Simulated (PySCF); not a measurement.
## Shieldings and the share of exact exchange

Molecule: SMILES C[Si@H](OC)O, C2H8O2Si.

Mapped SMILES: `[CH3:1][O:2][Si@@H:3]([CH3:4])[OH:5]`; H(Xn) means a hydrogen on atom n.

GIAO shieldings (ppm, equivalent atoms averaged) in PySCF 2.14 on the PBE0-D3(BJ)/def2-SVP geometry, basis pcSseg-2, gas phase, non-relativistic:

```csv
functional,exact exchange (%),σ(C1),σ(O5),σ(O2),σ(Si3)
BLYP,0,121.5,263.7,277.0,324.4
BP86,0,125.8,265.5,281.7,330.2
PBE,0,126.1,265.2,281.0,330.2
B3LYP,20,127.0,271.0,289.0,338.4
mPW1PW91,25,131.7,274.4,295.2,348.0
BHandHLYP,50,134.0,279.9,303.5,360.0
HF,100,144.2,292.5,323.3,400.1
```

(1) Fit each shielding as a line in the percentage of exact exchange.

(2) What does the line predict for PBE0 (25 %), and what does the run give?

## Answers

(1) σ(C1) = 124.6 + 0.20 x (rms 1.7 ppm); σ(O5) = 265.4 + 0.28 x (rms 1.1 ppm); σ(O2) = 280.8 + 0.44 x (rms 2.1 ppm); σ(Si3) = 327.5 + 0.71 x (rms 2.8 ppm). The functionals also differ in their semilocal parts, which the line can't hold; Hartree–Fock has no correlation at all.

(2) σ(C1): 129.6 predicted, 132.4 computed; σ(O5): 272.4 predicted, 274.4 computed; σ(O2): 291.8 predicted, 295.3 computed; σ(Si3): 345.2 predicted, 348.2 computed ppm.
